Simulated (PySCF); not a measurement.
Vertical excitation energies

Compound: C7H9ClNP.
InChI=1S/C7H9ClNP/c1-9(2)7-4-3-6(8)5-10-7/h3-5H,1-2H3

Computed, not measured: PySCF 2.14.0, density-fitted response routines, TDDFT wB97X-D/def2-SVPD, vertical, gas phase, core orbitals frozen in the response. Geometry: PBE0-D3(BJ)/def2-SVP; no solvent, vibrations or thermal averaging. Torsions of this conformer, `[CH3:1][N:2]([CH3:3])[c:4]1[cH:5][cH:6][c:7]([Cl:8])[cH:9][p:10]1`: C1–N2–C4–C5 180°.

List the vertical singlet excitations with oscillator strengths and describe the spectrum.

| state | E (eV) | ν̃ (cm⁻¹) | f | main configurations (H = HOMO, L = LUMO) |
| --- | --- | --- | --- | --- |
| S1 | 3.81 | 30690 | 0.062 | H→L (92%) |
| S2 | 4.75 | 38300 | 0.210 | H→L+1 (82%), H-1→L (12%) |
| S3 | 5.19 | 41840 | 0.0095 | H-2→L (97%) |
| S4 | 5.65 | 45610 | 0.491 | H-1→L (81%), H→L+1 (11%) |
| S5 | 5.72 | 46130 | 0.041 | H→L+2 (83%) |
| S6 | 5.97 | 48170 | 0.0071 | H→L+3 (29%), H-2→L+1 (26%), H→L+4 (23%) |
| S7 | 6.01 | 48480 | 0.070 | H-1→L+1 (57%), H-3→L (34%) |
| S8 | 6.05 | 48780 | 0.0092 | H-2→L+1 (71%), H→L+3 (10%), H→L+4 (8%) |
| S9 | 6.20 | 50030 | 0.0015 | H→L+4 (38%), H→L+3 (35%) |
| S10 | 6.53 | 52630 | 0.164 | H-3→L (62%), H-1→L+1 (31%) |

Triplets (Tamm–Dancoff): T1 2.77 eV, H→L (90%); T2 3.48 eV, H→L+1 (72%), H-1→L (14%); T3 3.88 eV, H-1→L (74%), H→L+1 (20%); T4 4.47 eV, H-2→L (95%).

The lowest singlet comes at 326 nm (367 kJ/mol) in the ultraviolet; it is of moderate strength; its leading configuration is HOMO→LUMO (92%). The strongest level in the table is S4 at 5.65 eV (219 nm, f = 0.491). Löwdin shares by element: HOMO nitrogen 24%, carbon 21% or more, phosphorus 18% (atoms not listed hold the other 37%); LUMO carbon 45% or more, phosphorus 28% (atoms not listed hold the other 27%). Weighted by f, the mean energy of these states is 5.53 eV. The oscillator strengths of these states sum to 1.065; summed over the whole spectrum of an exact calculation they would give the number of electrons, 90 (Thomas–Reiche–Kuhn). Orbital energies (eV): HOMO-3 -10.05, HOMO-2 -9.52, HOMO-1 -9.12, HOMO -7.47, LUMO 0.25, LUMO+1 1.16, LUMO+2 1.97. All these states lie below the vertical ionisation energy of 7.41 eV (ΔSCF). Singlets were solved by full linear response, triplets in the Tamm–Dancoff approximation.
